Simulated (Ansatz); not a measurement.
Kohn–Sham single points on CH₆FNO₂Si (`NC(O)(O)[SiH2]F`).

```yaml
crystal:
  periodic: [false, false, false]
  atoms:
    - {symbol: N, position_ang: [-0.642920, -0.209013, 1.321759]}
    - {symbol: C, position_ang: [-0.159489, -0.345296, -0.025370]}
    - {symbol: O, position_ang: [-1.318801, -0.481842, -0.809008]}
    - {symbol: O, position_ang: [0.709049, -1.428567, -0.225241]}
    - {symbol: Si, position_ang: [0.769620, 1.283984, -0.363419]}
    - {symbol: F, position_ang: [1.364169, 1.279630, -1.854219]}
    - {symbol: H, position_ang: [-1.537744, -0.668733, 1.442307]}
    - {symbol: H, position_ang: [0.032664, -0.554764, 1.987975]}
    - {symbol: H, position_ang: [-1.044917, -0.530032, -1.730278]}
    - {symbol: H, position_ang: [0.214578, -2.237072, -0.030771]}
    - {symbol: H, position_ang: [-0.200445, 2.395950, -0.273065]}
    - {symbol: H, position_ang: [1.891233, 1.440355, 0.593430]}
basis:
  gaussian: {orbitals: def2-TZVPP}
hamiltonian: {xc: {name: B3LYP}, dispersion: d4}
output: {forces: true, orbitals: {seedname: orbitals}}
```

```sh
$ ansatz run in.yaml --threads 4 --pin off --events-out ev --progress --plain --max-ram 10444MiB
```

Output, abridged:

```
Functional definition: B3LYP
1438 factors; their error is unknown
mean field evaluation 1: about -17308.5538 eV, gradient 8.4e1 eV
mean field evaluation 2: about -17291.8027 eV, gradient 1.3e2 eV
mean field evaluation 4: about -17319.9199 eV, gradient 4.6e0 eV
mean field evaluation 8: about -17319.9575 eV, gradient 8.1e-2 eV
mean field evaluation 16: about -17319.9783 eV, gradient 5.6e-4 eV
mean field -17319.97829736 eV, -636.4974625252 hartree, gradient 2.7e-5 eV, S^2 0.000000; 0 other end points of the search recorded, 0 dependent functions left out
reference -17319.97855775 eV, -636.4974720942 hartree; 29, 29 occupied and 252, 252 virtual orbitals, 1438 factors
Total energy: -17320.38600804 eV, -636.5124456160 hartree
Atom 0 at    -0.642920    -0.209013     1.321759 Å, force    -0.077662    -0.032667     0.259388 eV/Å
Atom 1 at    -0.159489    -0.345296    -0.025370 Å, force     0.135827     0.321799     0.048116 eV/Å
Atom 2 at    -1.318801    -0.481842    -0.809008 Å, force    -0.251895    -0.029416    -0.245245 eV/Å
Atom 3 at     0.709049    -1.428567    -0.225241 Å, force     0.185729    -0.268406    -0.037316 eV/Å
Atom 4 at     0.769620     1.283984    -0.363419 Å, force    -0.005133     0.170091     0.196293 eV/Å
Atom 5 at     1.364169     1.279630    -1.854219 Å, force     0.067175    -0.005769    -0.173103 eV/Å
Atom 6 at    -1.537744    -0.668733     1.442307 Å, force    -0.001510     0.005984     0.038800 eV/Å
Atom 7 at     0.032664    -0.554764     1.987975 Å, force    -0.028668     0.000584     0.026259 eV/Å
Atom 8 at    -1.044917    -0.530032    -1.730278 Å, force    -0.058546    -0.016133    -0.043035 eV/Å
Atom 9 at     0.214578    -2.237072    -0.030771 Å, force     0.037978    -0.067683    -0.007113 eV/Å
Atom 10 at    -0.200445     2.395950    -0.273065 Å, force     0.071443    -0.069394    -0.003537 eV/Å
Atom 11 at     1.891233     1.440355     0.593430 Å, force    -0.074739    -0.008990    -0.059507 eV/Å
Dipole moment:    -0.184206    -0.360476     0.262640 e Å
```

Run time 13 s (4 threads of an Intel Xeon on a shared host); peak host memory 0.88 GiB.

The same input with `hamiltonian: {xc: {name: wB97M-V}}` (abridged; 25 s):

```
Functional definition: wB97M-V
mean field evaluation 16: about -17315.9424 eV, gradient 2.6e-4 eV
mean field -17315.94243125 eV, -636.3491471810 hartree, gradient 2.2e-5 eV, S^2 0.000000
Total energy: -17315.94248012 eV, -636.3491489769 hartree
Atom 0 force    -0.060004    -0.004948     0.199397 eV/Å
Atom 1 force     0.188445     0.332539    -0.062263 eV/Å
Atom 2 force    -0.139328    -0.039954    -0.178871 eV/Å
Atom 3 force     0.056870    -0.224310     0.003090 eV/Å
Atom 4 force    -0.079219     0.086324     0.251362 eV/Å
Atom 5 force     0.035352    -0.020124    -0.108607 eV/Å
Atom 6 force     0.035896     0.003253     0.000737 eV/Å
Atom 7 force    -0.024309    -0.004840    -0.010818 eV/Å
Atom 8 force    -0.031469    -0.003179     0.036344 eV/Å
Atom 9 force     0.043954     0.043514    -0.014908 eV/Å
Atom 10 force     0.113887    -0.135682    -0.008267 eV/Å
Atom 11 force    -0.140076    -0.032594    -0.107196 eV/Å
Dipole moment:    -0.177629    -0.365913     0.253519 e Å
```

B3LYP takes the VWN-RPA correlation (the form of Gaussian; ORCA's B3LYP/G).
